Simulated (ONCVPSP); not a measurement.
# u(r) = r·R(r): atom against pseudo-atom (In (Z = 49))

Columns: radius, all-electron u(r) and pseudo u(r) of the 4p shell (level -96.12 eV) of indium in the configuration [Ar] 3d10 4s2 4p6 4d10 5s1; PBEsol, scalar-relativistic, ONCV scheme, ONCVPSP 4.0.1.

```csv
r (bohr),all-electron,pseudo
0.072,0.4236,0.0236
0.145,-0.1158,0.0935
0.217,-0.5915,0.2020
0.290,-0.6125,0.3424
0.362,-0.3169,0.4981
0.435,0.1005,0.6593
0.507,0.4946,0.8082
0.580,0.8118,0.9378
0.652,1.0255,1.0367
0.725,1.1483,1.1036
0.798,1.1939,1.1352
0.870,1.1823,1.1325
0.942,1.1324,1.0993
1.015,1.0570,1.0396
1.088,0.9683,0.9611
1.160,0.8756,0.8733
1.232,0.7830,0.7825
1.305,0.6928,0.6926
1.378,0.6085,0.6083
1.450,0.5322,0.5321
1.522,0.4632,0.4631
1.595,0.4007,0.4006
1.668,0.3454,0.3453
1.740,0.2974,0.2973
1.812,0.2554,0.2554
1.885,0.2184,0.2183
```

(1) How many radial nodes do the two functions have?

(2) At about which radius was the pseudo-wave matched?

(3) Where does each function peak?

(4) Is the pseudo-wave norm-conserving?

Answers

(1) The all-electron 4p function has n − l − 1 = 2; the pseudo-wave has 0, since the states of the same l below it are removed with the core.

(2) 1.45 bohr. The columns agree to 0.0005 from 1.30 bohr on; several derivatives are matched, so the curves merge somewhat inside the radius.

(3) Outermost all-electron maximum near 0.80 bohr, pseudo maximum near 0.80 bohr (to the table’s step).

(4) Yes: the ONCV scheme keeps the norm inside the radius equal to the all-electron one, which fixes the energy derivative of the logarithmic derivative at the level.
